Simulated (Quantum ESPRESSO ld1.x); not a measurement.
Values are calculated unless marked as measured or tabulated.
Task: All-electron atom: Nb in [Kr] 4d4.5 5s0.5 (fractional occupations, a model configuration). Code: ld1.x of Quantum ESPRESSO 7.5. Model: Dirac Kohn-Sham, LDA (Slater exchange, Perdew-Zunger correlation), spin-unpolarised, spherical densities, point nucleus; open shells are shared between the two j in proportion to 2j + 1. Some entries of the table are withheld. Estimate them.

| orbital | occ. | eigenvalue (Ry) | r(max) (bohr) | <r> (bohr) |
|---|---|---|---|---|
| 1s1/2 | 2 | -1379.74 | 0.02352 | 0.03613 |
| 2s1/2 | 2 | -192.937 | 0.1335 | 0.1579 |
| 2p1/2 | 2 | (1) | 0.1039 | 0.1347 |
| 2p3/2 | 4 | (2) | 0.1076 | 0.1392 |
| 3s1/2 | 2 | -32.0886 | 0.3962 | (3) |
| 3p1/2 | 2 | -26.1541 | 0.3834 | 0.4392 |
| 3p3/2 | 4 | -25.0144 | 0.3927 | 0.4498 |
| 3d3/2 | 4 | -14.4922 | (4) | 0.4313 |
| 3d5/2 | 6 | -14.2798 | (5) | 0.4348 |
| 4s1/2 | 2 | -4.22415 | 1.030 | 1.159 |
| 4p1/2 | 2 | -2.58234 | 1.104 | 1.284 |
| 4p3/2 | 4 | -2.42617 | 1.131 | 1.317 |
| 5s1/2 | 0.5 | -0.28900 | 3.096 | 3.756 |
| 4d3/2 | 1.8 | -0.19742 | 1.513 | (6) |
| 4d5/2 | 2.7 | -0.18667 | 1.529 | (7) |

Result: 
(1) 2p1/2 eigenvalue (Ry): -177.185
(2) 2p3/2 eigenvalue (Ry): -170.157
(3) 3s1/2 <r> (bohr): 0.4439
(4) 3d3/2 r(max) (bohr): 0.3323
(5) 3d5/2 r(max) (bohr): 0.3350
(6) 4d3/2 <r> (bohr): 2.288
(7) 4d5/2 <r> (bohr): 2.329
